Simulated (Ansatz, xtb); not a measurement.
## Relative energy of two conformers of CH2FOSi

Structure X is `[CH2]O[Si]F`, a doublet and structure Y is `[CH2]O[Si]F`, a doublet. Both are isolated molecules in the gas phase, relaxed with B3LYP/6-31G*.

X (Å):

```yaml
atoms:
  - { symbol: C, position_ang: [0.7001, -2.2555, -0.5891] }
  - { symbol: F, position_ang: [1.5094, -0.3484, 2.6270] }
  - { symbol: O, position_ang: [1.0673, -1.4936, 0.4582] }
  - { symbol: Si, position_ang: [0.6608, -1.6224, 2.0928] }
  - { symbol: H, position_ang: [0.0377, -3.1035, -0.4457] }
  - { symbol: H, position_ang: [1.0920, -1.9687, -1.5554] }
```

Y (Å):

```yaml
atoms:
  - { symbol: C, position_ang: [0.2483, -1.6874, -1.1072] }
  - { symbol: F, position_ang: [-0.4150, 0.4614, 0.7892] }
  - { symbol: O, position_ang: [0.1606, -0.4127, -1.5314] }
  - { symbol: Si, position_ang: [-0.1919, 1.0279, -0.7269] }
  - { symbol: H, position_ang: [0.4958, -2.4286, -1.8552] }
  - { symbol: H, position_ang: [0.0732, -1.9184, -0.0634] }
```

Problem. Estimate E(Y) − E(X) at the level CCSD(T)/def2-SVP + ΔMP2/def2-TZVPP.

Solution. Calculated at CCSD(T)/def2-SVP + ΔMP2/def2-TZVPP: E(Y) − E(X) = −2.0 kcal/mol, so structure Y lies lower.

The same difference at several levels:

```csv
level,geometry,E(Y) − E(X) (kcal/mol),departure from the last row (kcal/mol),"job, with rough time for the two"
B3LYP/6-31G*,B3LYP/6-31G*,−2.4,−0.3,"optimisation, 70 s"
HF/def2-SVP,B3LYP/6-31G*,−2.2,−0.2,part of the CCSD(T) run
MP2/def2-SVP,B3LYP/6-31G*,−2.3,−0.2,part of the CCSD(T) run
CCSD(T)/def2-SVP,B3LYP/6-31G*,−2.4,−0.3,single point
CCSD(T)/def2-SVP + ΔMP2/def2-TZVPP,B3LYP/6-31G*,−2.0,,"single point, 37 s"
```

None of the levels shown reverses the order. The largest departure from CCSD(T)/def2-SVP + ΔMP2/def2-TZVPP is that of B3LYP/6-31G*, 0.3 kcal/mol. Levels run at GFN2-xTB geometries aren't shown. The last row adds to CCSD(T) the change of the MP2 difference between the two basis sets, here +0.3 kcal/mol.

With harmonic frequencies from B3LYP/6-31G* (ideal gas, rigid rotor, one conformer each, 298.15 K, 1 atm): on the last row, ΔE + ΔZPE = −1.7, ΔH = −2.0, ΔG = −1.2 kcal/mol.

Open shells are spin-unrestricted. The correlated steps freeze 8 core orbitals. Codes used: Ansatz 0.2.0; the last row on 1 thread of Arm Neoverse V1 on a shared host.
